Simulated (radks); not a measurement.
All-electron atom: In38+ in [Ne] 3s1. All-electron calculation, non-relativistic Kohn-Sham, LB94 model potential, spin-polarised, spherical densities, point nucleus; open shells are filled with parallel spins first (spin-orbit coupling, left out, can overturn this in heavy ions); relativity is left out, which matters for an element this heavy. Program: a radial shooting solver on a logarithmic mesh with Libxc functionals.

Normalised radial functions P(r) = r R(r), r in bohr:

| r | 2s up | 2p down | 3s down |
|---|---|---|---|
| 0.0022 | 0.4389 | 0.0137 | 0.2263 |
| 0.002731 | 0.5303 | 0.0209 | 0.2734 |
| 0.003389 | 0.6365 | 0.0316 | 0.3280 |
| 0.00424 | 0.7623 | 0.0485 | 0.3927 |
| 0.005263 | 0.8971 | 0.0728 | 0.4620 |
| 0.006531 | 1.0413 | 0.1087 | 0.5358 |
| 0.008171 | 1.1924 | 0.1635 | 0.6127 |
| 0.01014 | 1.3265 | 0.2401 | 0.6802 |
| 0.01259 | 1.4296 | 0.3486 | 0.7305 |
| 0.01575 | 1.4748 | 0.5056 | 0.7489 |
| 0.01954 | 1.4232 | 0.7109 | 0.7145 |
| 0.02426 | 1.2389 | 0.9783 | 0.6078 |
| 0.03035 | 0.8690 | 1.3244 | 0.4003 |
| 0.03766 | 0.3195 | 1.7157 | 0.0976 |
| 0.04674 | -0.4050 | 2.1348 | -0.2918 |
| 0.05848 | -1.2687 | 2.5423 | -0.7333 |
| 0.07258 | -2.0772 | 2.8298 | -1.0955 |
| 0.09007 | -2.6863 | 2.9263 | -1.2579 |
| 0.1127 | -2.9303 | 2.7542 | -1.0676 |
| 0.1399 | -2.7097 | 2.3196 | -0.4686 |
| 0.1736 | -2.1136 | 1.7025 | 0.4482 |
| 0.2172 | -1.3288 | 1.0314 | 1.4307 |
| 0.2695 | -0.6709 | 0.5123 | 2.0148 |
| 0.3345 | -0.2564 | 0.1954 | 1.9920 |
| 0.4185 | -0.0660 | 0.0508 | 1.4287 |
| 0.5194 | -0.0116 | 0.0092 | 0.7487 |
| 0.6446 | -0.0012 | 0.0010 | 0.2717 |
| 0.8064 | -0.0001 | 0.0001 | 0.0597 |
| 1.001 | 0.0000 | 0.0000 | 0.0080 |

2s up: eigenvalue -6194.0 eV, 1 radial node at r = 0.0417 bohr, <r> = 0.132 bohr, 90 % of the charge inside 0.201 bohr. 2p down: eigenvalue -5966.6 eV, 0 radial nodes, <r> = 0.112 bohr, 90 % of the charge inside 0.181 bohr. 3s down (empty): eigenvalue -2569.8 eV, 2 radial nodes at r = 0.0399, 0.157 bohr, <r> = 0.312 bohr, 90 % of the charge inside 0.450 bohr.
